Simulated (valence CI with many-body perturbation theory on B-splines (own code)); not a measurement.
**Which ion has this spectrum?**

A relativistic CI+MBPT calculation for an atom or ion with 33 electrons gives these levels (cm⁻¹):

| J | Parity | E | g |
| --- | --- | --- | --- |
| 3/2 | odd | 0 | 1.44 |
| 3/2 | odd | 189006 | 1.42 |
| 5/2 | odd | 219313 | 1.20 |
| 1/2 | odd | 258022 | 0.66 |
| 3/2 | odd | 450940 | 1.28 |
| 5/2 | even | 678922 | 1.52 |
| 3/2 | even | 752131 | 1.22 |
| 1/2 | even | 764871 | 2.29 |
| 3/2 | even | 839023 | 0.86 |
| 3/2 | even | 898196 | 1.33 |
| 5/2 | even | 899829 | 1.18 |
| 5/2 | even | 934114 | 1.27 |
| 1/2 | even | 972340 | 1.15 |
| 3/2 | even | 976820 | 1.06 |

The energies are calculated, and their last digits are not significant.

(1) Which is it?
A. Ce25+
B. Sm29+
C. Pr26+
D. Nd27+

## Answers

(1) C. Pr26+, ground level (4s^2 4p1/2^2 4p3/2) J=3/2.
